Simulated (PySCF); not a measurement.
Species: C₅H₅N₂ (doublet state).
Atom-mapped SMILES: `[CH2:1]=[C:2][n:3]1[cH:4][cH:5][n:6][cH:7]1` (hydrogens: H8, H9 on C1; H10 on C4; H11 on C5; H12 on C7)

Cartesian coordinates in Å at the GFN2-xTB level; atoms count from 1:
```xyz
12
C5H5N2 angstrom
C      2.4777    0.2459    0.1490
C      1.2579    0.2831    0.5806
N     -0.0109   -0.0003    0.3142
C     -0.9980    0.8773   -0.0805
C     -2.1570    0.1573   -0.1023
N     -1.9215   -1.1307    0.2722
C     -0.6495   -1.2071    0.5218
H      3.3007    0.5755    0.7627
H      2.7530   -0.1003   -0.8470
H     -0.7823    1.8999   -0.3112
H     -3.1438    0.4826   -0.3634
H     -0.1250   -2.0838    0.8427
```

The hyperfine couplings belong to this conformer and change with its torsions.

Computed, not measured: PySCF, UKS B3LYP, pcH-1 on C H N, non-relativistic, mean-field spin-orbit, GIAO. One conformer (not necessarily the lowest) at the GFN2-xTB geometry, without solvent, vibrations or thermal averaging. A GFN2-xTB geometry isn't a minimum of the functional, and hyperfine couplings can be far from their values at a DFT geometry. Stability of the SCF solution: not tested.

Principal values of hyperfine tensors in MHz (contact and dipolar terms together), for some of the nuclei:

```
atom  isotope      A1      A2      A3
  C2      13C  197.73  218.70  398.99
  H9       1H  147.88  150.50  158.13
  C1      13C    6.49   24.62   39.33
  C7      13C   -0.05    2.68   21.47
  N3      14N    4.07    4.37   13.72
 H12       1H   -9.79   -9.18   -0.77
 H11       1H   -8.25   -6.03   -0.36
  C5      13C   -1.68   -0.94   13.59
```

Split each tensor into its isotropic and traceless parts, and turn a_iso into mT with g = 2.0021.

a_iso = (A1 + A2 + A3)/3, Ti = Ai − a_iso; 1 mT corresponds to 28.022 MHz.

```csv
atom,a_iso (MHz),a_iso (mT),T1,T2,T3
C2,271.81,9.700,-74.08,-53.11,127.18
H9,152.17,5.430,-4.29,-1.67,5.96
C1,23.48,0.838,-16.99,1.14,15.85
C7,8.03,0.287,-8.09,-5.35,13.44
N3,7.39,0.264,-3.32,-3.01,6.33
H12,-6.58,-0.235,-3.21,-2.60,5.81
H11,-4.88,-0.174,-3.37,-1.15,4.52
C5,3.66,0.130,-5.33,-4.60,9.93
```

What spin density at the nucleus of C1 lies behind its contact coupling (g_N = 1.40482)?

a_FC = (2μ0/3) gₑ μB g_N μN ρ(0)/(2S·h) = 800.24 MHz × g_N × ρ(0)/(2S), with ρ in bohr⁻³. With a_FC = 23.48 MHz and 2S = 1, ρ(0) = 0.02089 bohr⁻³.

H8 (1H, g_N = 5.58569) isn't in the table. Its spin density at the nucleus is 0.01946 bohr⁻³. What is its contact coupling?

By the same relation, a_FC = 87.0 MHz. Its full tensor has the principal values 80.76, 82.06, 98.14 MHz.

Which nucleus of the table has the largest anisotropic coupling, and what is its form?

C2: -74.1, -53.1, 127.2 MHz, rhombic: the two smaller values differ by 16 % of the largest.

In a single crystal, with the field along each principal axis of the tensor of H9 in turn, what first-order splitting does this nucleus give (isotropic g, quadrupole terms neglected)?

2 lines (I = 1/2), spaced by |A_i|/(g × 13.996): 5.28, 5.37, 5.64 mT along the axes of A1, A2 and A3.
